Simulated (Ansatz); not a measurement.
`BOC(C)=O` at its PBE0-D4/def2-TZVP geometry, where that method's forces vanish. The species carries charge 0 and has multiplicity 1.

```xyz
10

B    -0.4290    1.1985    1.5622
O    -0.6415    0.3985    0.4777
C     0.3406    0.1421   -0.4534
C     0.1139   -1.1741   -1.1185
O     1.2144    0.9151   -0.6913
H    -1.3944    1.4333    2.2234
H     0.6686    1.5856    1.8221
H     0.1046   -1.9695   -0.3703
H     0.8910   -1.3564   -1.8560
H    -0.8683   -1.1732   -1.5959
```

Task: What forces (eV/Å) does r2SCAN-D4/def2-TZVPP give on these atoms in the Gaussian-basis code of Ansatz? (Estimate.)

Result: Computed: 
```
B1   0.010  0.125  0.177
O2  -0.342 -0.023  0.169
C3   0.042 -0.289 -0.177
C4  -0.009 -0.082 -0.051
O5   0.327  0.306 -0.101
H6   0.027 -0.007 -0.027
H7  -0.027 -0.024 -0.012
H8  -0.016  0.006 -0.017
H9  -0.023  0.005  0.020
H10  0.010 -0.016  0.017
```
